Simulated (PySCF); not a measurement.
## Electron correlation in V²⁺ (vanadium, charge +2)

[Ar] 3d3, high-spin 4F determinant. All numbers are calculated (PySCF 2.14, scalar relativity by spin-free X2C-1e, in aug-cc-pVTZ-DK). Frozen: [Ar]; 3 electrons correlated.

```tsv
level	correlation energy (mhartree)
CCSD	-21.39
(T)	-0.09
CCSD(T)	-21.48
```

Diagnostics: T1 = 0.0033, D1 = 0.0047, largest double amplitude 0.018.

Cost of the coupled-cluster step: roughly 9 core-seconds, for 3 correlated electrons.

Iterations:

```
CC2 = 0
CCSD nocc = (np.int64(3), np.int64(0)), nmo = (84, 84)
frozen orbitals [[0, 1, 2, 3, 4, 5, 6, 7, 8], [0, 1, 2, 3, 4, 5, 6, 7, 8]]
max_cycle = 100
direct = 0
conv_tol = 1e-08
conv_tol_normt = 1e-06
diis_space = 8
diis_start_cycle = 0
Init t2, MP2 energy = -0.0179986400789008
Init E_corr(UCCSD) = -0.0179986400791002
cycle = 1  E_corr(UCCSD) = -0.0207185411767218  dE = -0.0027199011  norm(t1,t2) = 0.0120539
cycle = 2  E_corr(UCCSD) = -0.0212112096394543  dE = -0.000492668463  norm(t1,t2) = 0.00395074
cycle = 3  E_corr(UCCSD) = -0.0213973108352457  dE = -0.000186101196  norm(t1,t2) = 0.00174357
cycle = 4  E_corr(UCCSD) = -0.0213792448366128  dE = 1.80659986e-05  norm(t1,t2) = 0.000458001
cycle = 5  E_corr(UCCSD) = -0.021385171279212  dE = -5.9264426e-06  norm(t1,t2) = 9.62118e-05
cycle = 6  E_corr(UCCSD) = -0.0213850760666876  dE = 9.52125244e-08  norm(t1,t2) = 1.04031e-05
cycle = 7  E_corr(UCCSD) = -0.0213850608399871  dE = 1.52267005e-08  norm(t1,t2) = 2.34439e-06
cycle = 8  E_corr(UCCSD) = -0.0213850575217623  dE = 3.31822477e-09  norm(t1,t2) = 4.06773e-07
UCCSD converged
E(UCCSD) = -947.4529852903637  E_corr = -0.02138505752176234
UCCSD(T) correction = -9.49893266792069e-05
```
